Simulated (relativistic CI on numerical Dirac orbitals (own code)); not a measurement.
# Electric-dipole lines of Dy XXII

Method of calculation: Dirac-Coulomb-Breit CI, orbitals from a KLI potential per configuration, QED by a radiative potential, unscaled Slater integrals (own radial code, finite nucleus).

Configurations in the expansion (outside the closed core [Ar] 3d10): 4s2 4p6 4d9, 4s2 4p5 4d10, 4s2 4p6 4d8 4f, 4s 4p6 4d10, 4s2 4p5 4d9 4f, 4s2 4p6 4d8 5s, 4s 4p6 4d9 4f, 4s2 4p6 4d8 5p, 4s2 4p6 4d7 4f 5s, 4s2 4p6 4d8 5d, 4s2 4p6 4d7 5s 5p, 4s2 4p5 4d9 5s, 4s2 4p6 4d8 5f, 4s2 4p6 4d8 6s, 4s2 4p5 4d9 5p, 4s2 4p6 4d8 5g, 4s2 4p6 4d8 6p, 4s2 4p6 4d8 6d, 4s2 4p5 4d9 5d, 4s 4p6 4d9 5s, 4s 4p6 4d8 4f 5s, 4s2 4p6 4d8 6f, 4s2 4p6 4d7 5s2, 4s2 4p6 4d6 4f 5s2, 4s2 4p5 4d7 4f 5s2, 4s 4p6 4d7 4f 5s2, 4p6 4d9 4f2, 4p5 4d10 4f2, 4p6 4d8 4f3, 4p5 4d9 4f3, 4p6 4d8 4f2 5s. Double excitations out of closed p, d and f shells are left out; levels of such configurations are missing from the list, as are those of other unlisted configurations, and high levels can miss mixing partners. These lack a partner that the ground configuration has and come out too high: 4s2 4p6 4d8 5p, 4s2 4p6 4d8 5d, 4s2 4p5 4d9 5s, 4s2 4p6 4d8 5f, 4s2 4p6 4d8 6s.

| λ vac (Å) | Lower | Upper | A (s⁻¹) | log gf | S velocity/length |
| --- | --- | --- | --- | --- | --- |
| 55.011 | 4s2 4p5 4d10 2P°_3/2 [3] | 4s2 4p5 4d9 4f 2S_1/2 [326] | 2.35e+12 | 0.33 | 0.59 |
| 55.715 | 4s2 4p5 4d10 2P°_3/2 [3] | 4s2 4p5 4d9 4f 2D_5/2 [322] | 1.04e+12 | 0.46 | 0.56 |
| 56.066 | 4s2 4p5 4d10 2P°_3/2 [3] | 4s2 4p5 4d9 4f 2D_3/2 [317] | 8.89e+11 | 0.22 | 0.51 |
| 56.456 | 4s2 4p5 4d10 2P°_3/2 [3] | 4s2 4p5 4d9 4f 2D_5/2 [312] | 9.04e+11 | 0.41 | 0.58 |
| 57.535 | 4s2 4p5 4d10 2P°_3/2 [3] | 4s2 4p5 4d9 4f 2D_5/2 [306] | 6.89e+11 | 0.31 | 0.60 |
| 58.255 | 4s2 4p5 4d10 2P°_3/2 [3] | 4s2 4p5 4d9 4f 2D_5/2 [295] | 5.37e+11 | 0.21 | 0.60 |
| 58.529 | 4s2 4p5 4d10 2P°_3/2 [3] | 4s2 4p5 4d9 4f 2P_3/2 [291] | 8.45e+11 | 0.24 | 0.57 |
| 58.879 | 4s2 4p6 4d9 2D_3/2 [2] | 4s2 4p6 4d8 4f 2P°_1/2 [85] | 5.00e+12 | 0.72 | 0.75 |
| 60.825 | 4s2 4p6 4d9 2D_5/2 [1] | 4s2 4p6 4d8 4f 2F°_7/2 [82] | 4.55e+12 | 1.31 | 0.70 |
| 60.929 | 4s2 4p6 4d9 2D_3/2 [2] | 4s2 4p6 4d8 4f 2F°_5/2 [84] | 4.56e+12 | 1.18 | 0.70 |
| 61.310 | 4s2 4p6 4d9 2D_5/2 [1] | 4s2 4p6 4d8 4f 2P°_3/2 [81] | 4.53e+12 | 1.01 | 0.69 |
| 61.383 | 4s2 4p6 4d9 2D_5/2 [1] | 4s2 4p6 4d8 4f 2D°_5/2 [80] | 4.45e+12 | 1.18 | 0.62 |
| 61.754 | 4s2 4p6 4d9 2D_3/2 [2] | 4s2 4p6 4d8 4f 2D°_3/2 [83] | 4.35e+12 | 1.00 | 0.62 |
| 65.859 | 4s2 4p6 4d8 4f 2K°_15/2 [45] | 4s2 4p5 4d9 4f 2I_13/2 [305] | 1.13e+12 | 1.01 | 0.74 |
| 76.300 | 4s2 4p6 4d8 4f 4I°_15/2 [11] | 4s2 4p5 4d9 4f 2I_13/2 [201] | 2.88e+11 | 0.55 | 0.73 |
| 80.599 | 4s2 4p6 4d8 4f 4I°_15/2 [11] | 4s2 4p5 4d9 4f 4H_13/2 [176] | 5.16e+11 | 0.85 | 0.79 |
| 80.602 | 4s2 4p6 4d8 4f 4H°_13/2 [15] | 4s2 4p5 4d9 4f 4G_11/2 [179] | 4.57e+11 | 0.73 | 0.78 |
| 80.794 | 4s2 4p6 4d8 4f 4I°_13/2 [10] | 4s2 4p5 4d9 4f 2H_11/2 [174] | 4.50e+11 | 0.72 | 0.79 |
| 81.009 | 4s2 4p6 4d8 4f 4H°_11/2 [13] | 4s2 4p5 4d9 4f 4G_9/2 [175] | 4.88e+11 | 0.68 | 0.78 |
| 88.158 | 4s2 4p6 4d8 4f 4I°_15/2 [11] | 4s2 4p5 4d9 4f 4I_15/2 [149] | 1.70e+11 | 0.50 | 0.91 |

Terms are leading LS components. Brackets give the number of a level in order of energy, since labels repeat. The list gives strong lines, with weight on those to low levels, among the lowest 400 of 8745 levels, so that lines to higher ones, which can be the strongest, are missing. Levels whose partners in the same complex of configurations lie outside the list can be far off, and so can their lines. Rates are taken at the computed energies, electric ones in the length gauge. A velocity-to-length ratio far from 1 marks an uncertain rate.

At this charge energies of transitions that change n are usually good to better than 1 %, and those within a shell (Δn = 0) to a few per cent.

LS names give the leading component of a level, which can be under half, so a name can repeat, a term be missing and a line seem to break the LS rules.
